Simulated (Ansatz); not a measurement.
Process, species as SMILES: [O]BO → [O-]BO (an electron is taken up)
Structures are relaxed separately at B3LYP-D3(BJ)/def2-TZVP in Ansatz (a program for electronic structure), one conformer each, not searched for the lowest.

Quantity: adiabatic electron affinity (electronic energy difference), positive where the reaction releases energy, in eV. Correlated levels leave the core frozen unless marked. UHF or UKS for open shells. Spin-orbit coupling is left out. No relativistic terms. Anions need diffuse functions: aug- sets have them; def2-D sets add few; the other sets have none. CBS(X,Y): correlation extrapolated as X^-3; Hartree-Fock from the larger set. [CCSD(T)-MP2]/basis is that difference in the basis named.

```csv
level,program,adiabatic electron affinity (eV)
HF/6-31G*,Ansatz,0.45
```

**Question.** What does RI-MP2/CBS(aug-cc-pVTZ,aug-cc-pVQZ)+[CCSD(T)-MP2]/aug-cc-pVTZ (Ansatz) give?

**Answer.** 2.91 eV, so HF/6-31G* differs from it by -2.46 eV.
